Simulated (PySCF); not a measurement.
## Mayer bond orders and bond lengths

Species: C5H13FSSi2.
Atom-mapped SMILES: `[CH2:1]=[CH:2][SiH2:3][C@:4]([F:5])([CH2:6][SiH3:7])[S:8][CH3:9]` (hydrogens: H10, H11 on C1; H12 on C2; H13, H14 on Si3; H15, H16 on C6; H17, H18, H19 on Si7; H20, H21, H22 on C9)

Cartesian coordinates in Å at the GFN2-xTB level; atoms count from 1:
```
atom  x, y, z in Å
C1     3.580   -0.242    0.716
C2     2.365    0.128    1.088
Si3    1.161    1.081    0.008
C4    -0.493    0.080   -0.011
F5    -1.146    0.291    1.204
C6    -0.299   -1.412   -0.198
Si7   -1.941   -2.391   -0.239
S8    -1.613    0.677   -1.340
C9    -1.939    2.372   -0.777
H10    3.966   -0.015   -0.264
H11    4.247   -0.786    1.367
H12    2.036   -0.128    2.089
H13    1.608    1.178   -1.382
H14    0.888    2.394    0.600
H15    0.257   -1.564   -1.123
H16    0.331   -1.769    0.619
H17   -2.510   -2.335   -1.583
H18   -1.593   -3.773    0.108
H19   -2.866   -1.844    0.749
H20   -2.816    2.710   -1.320
H21   -1.090    3.012   -1.001
H22   -2.143    2.356    0.288
```

Bond orders from the PBE0/pcSseg-1 density (PySCF). The structure is a single GFN2-xTB conformer in the gas phase; no vibrational or solvent corrections.

Problem. Where do the orders between heavy atoms depart from those drawn in the SMILES?

Solution. The largest departure is 0.239, at Si3–C4 (drawn single, 0.761). Drawn single, order below 0.88: Si3–C4 (0.761), C4–F5 (0.807) and C6–Si7 (0.866).

Problem. Set the Mayer orders of the bonds beside their lengths.

Solution. 
| bond | drawn as | length (Å) | Mayer order |
| --- | --- | --- | --- |
| C1–C2 | double | 1.324 | 1.988 |
| C2–Si3 | single | 1.878 | 0.900 |
| Si3–C4 | single | 1.933 | 0.761 |
| C4–F5 | single | 1.396 | 0.807 |
| C4–C6 | single | 1.516 | 1.000 |
| C6–Si7 | single | 1.912 | 0.866 |
| C4–S8 | single | 1.838 | 1.021 |
| S8–C9 | single | 1.816 | 0.984 |
| C1–H10 | single | 1.078 | 0.957 |
| C1–H11 | single | 1.079 | 0.952 |
| C2–H12 | single | 1.084 | 0.936 |
| Si3–H13 | single | 1.463 | 0.949 |
| Si3–H14 | single | 1.466 | 0.949 |
| C6–H15 | single | 1.090 | 0.927 |
| C6–H16 | single | 1.092 | 0.930 |
| Si7–H17 | single | 1.461 | 0.946 |
| Si7–H18 | single | 1.467 | 0.936 |
| Si7–H19 | single | 1.460 | 0.958 |
| C9–H20 | single | 1.085 | 0.958 |
| C9–H21 | single | 1.086 | 0.945 |
| C9–H22 | single | 1.085 | 0.942 |

By pair of heavy elements: C–C: lowest C4–C6 (1.000, 1.516 Å), highest C1–C2 (1.988, 1.324 Å). C–Si: lowest Si3–C4 (0.761, 1.933 Å), highest C2–Si3 (0.900, 1.878 Å). C–S: lowest S8–C9 (0.984, 1.816 Å), highest C4–S8 (1.021, 1.838 Å); in 1 of the 1 pairs the longer bond (by over 0.003 Å) has the higher order (by 0.02 or more).

Problem. Sum the orders of all bonds at each heavy atom with more than one neighbour and set the sums beside the valence in the SMILES.

Solution. C1 3.897 (drawn 4), C2 3.824 (drawn 4), Si3 3.559 (drawn 4), C4 3.589 (drawn 4), C6 3.723 (drawn 4), Si7 3.706 (drawn 4), S8 2.005 (drawn 2), C9 3.829 (drawn 4). Orders between atoms that aren't bonded are not in these sums.

For a closed shell the Mayer order of atoms A and B is Σ (PS)μν (PS)νμ over the basis functions μ on A and ν on B, with P the density and S the overlap matrix.
